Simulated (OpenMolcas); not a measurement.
How basis sets differ on AlCl3 (aluminium trichloride (monomer))

AlCl3 has 4 atoms, charge 0, and is taken as a singlet. SMILES: `[Cl][Al]([Cl])[Cl]`. The shape comes from GFN2-xTB, which is rough for such elements, and wasn't checked as a minimum.

Quantity: the HOMO–LUMO gap, in eV. The values are calculated.

```tsv
level	kind	program	value (eV)	CPU time
SVWN5/ANO-S-MB	LDA	OpenMolcas	5.21	2.9 s
SVWN5/ANO-S-VDZ	LDA	OpenMolcas	5.59	3.9 s
SVWN5/ANO-S-VDZP	LDA	OpenMolcas	5.85	7.2 s
SVWN5/ANO-S-VTZP	LDA	OpenMolcas	5.82	16 s
```

The values span 5.21 to 5.85 eV. Orbital gaps aren't excitation energies. CPU times are rough (shared hosts, several kinds of processor): they show what a rung costs within a factor of a few.
